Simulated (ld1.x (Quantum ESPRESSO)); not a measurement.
Sr, TM: configuration errors across variants

Sr (Z = 38), norm-conserving Troullier–Martins (Kleinman–Bylander form), made with ld1.x (Quantum ESPRESSO) 7.5 (PBE, fully relativistic). Core [Ar] 3d10, reference 4s2 4p6 4d0 5s2 5p0. Waves: 4s (bound): rc 1.30 bohr; 4p (bound): rc 1.55 bohr; 4d (bound, empty): rc 2.60 bohr. Local part: all-electron potential smoothed inside 1.20 bohr (lloc = -1). Core correction: none.

Open shells are filled in proportion to 2j + 1 (rel_dist='average').

Occupied shells without a wave of their own: 5s. They enter only through the test configuration that unscreens the potential.

All-electron excitation energies from the reference (eV): (1) 4s2 4p6 4d0 5s1 5p0 5.885; (2) 4s2 4p6 4d0 5s0 5p0 16.891; (3) 4s2 4p6 4d0 5s1.5 5p0 2.339; (4) 4s2 4p6 4d0.5 5s1.5 5p0 1.146; (5) 4s2 4p6 4d0 5s0 5p1 8.820; (6) 4s2 4p5 4d0 5s2 5p0 28.324; (7) 4s2 4p6 4d1 5s1 5p0 2.325.

For the base: The 5s level has no wave, so the channel is fitted at the deeper level alone: the likely source of the large errors.

On the changes marked as counting shells twice: ld1.x takes every shell without a wave as core, so the model core holds the marked electrons as well and exchange and correlation see them twice. This cancels in the reference configuration, but the file is broken for other ones, and its errors say nothing about a proper core correction.

Tests that are not counted but printed errors over 1 eV. “core correction a·sin(br)/r model core inside 1.22 bohr (5s counted twice)”: 4s2 4p5 4d0 5s2 5p0 (solver errors, printed error -17.4 eV).

3 further variants failed, have other tests or another functional or relativity, and are left out.

The file “base” misses its own reference levels by 0.5 eV. The file “wave 4s (bound): rc 1.30 bohr becomes 4s (bound): rc 1.38 bohr” misses its own reference levels by 0.6 eV. The file “wave 4d (bound): rc 2.60 bohr becomes 4d (bound): rc 1.64 bohr” misses its own reference levels by 0.5 eV. The file “core correction a·sin(br)/r model core inside 1.22 bohr (5s counted twice)” misses its own reference levels by 0.5 eV. The file “wave 4d (bound): rc 2.60 bohr becomes 4d (bound): rc 1.92 bohr” misses its own reference levels by 0.5 eV.

Errors AE − PS in meV (a dash: test not solved or not reliable):

| change | (1) | (2) | (3) | (4) | (5) | (6) | (7) | bound ghosts |
| --- | --- | --- | --- | --- | --- | --- | --- | --- |
| base | -733 | -2361 | -299 | -234 | -1735 | +797 | -443 | not determined |
| all radii scaled by about 1.20 (s 1.56, p 1.86, d 3.12 bohr); local potential all-electron potential smoothed inside 1.44 bohr (lloc = -1) | -177 | -504 | -75 | -57 | -362 | +134 | -106 | none |
| wave 4s (bound): rc 1.30 bohr becomes 4s (bound): rc 1.38 bohr | -883 | -3051 | -358 | -290 | -2283 | +743 | -572 | not determined |
| wave 4d (bound): rc 2.60 bohr becomes 4d (bound): rc 1.64 bohr | -733 | -2361 | -299 | -234 | -1735 | +797 | -439 | not determined |
| local potential all-electron potential smoothed inside 2.02 bohr (lloc = -1) | +66 | +183 | +28 | +22 | +127 | -27 | +42 | none |
| local potential the s channel | -35 | -98 | -15 | -12 | -82 | +5.2 | -22 | not determined |
| core correction a·sin(br)/r model core inside 1.22 bohr (5s counted twice) | -891 | -3235 | -337 | -246 | -2165 | – | -499 | not determined |
| wave 4d (bound): rc 2.60 bohr becomes 4d (bound): rc 1.92 bohr | -733 | -2361 | -299 | -234 | -1735 | +797 | -440 | not determined |

Question: Give the same row for: wave 4p (bound): rc 1.55 bohr becomes 4p (bound): rc 1.16 bohr.

Answer: -733, -2453, -299, -236, -1823, +787, -454; bound ghosts: not determined.
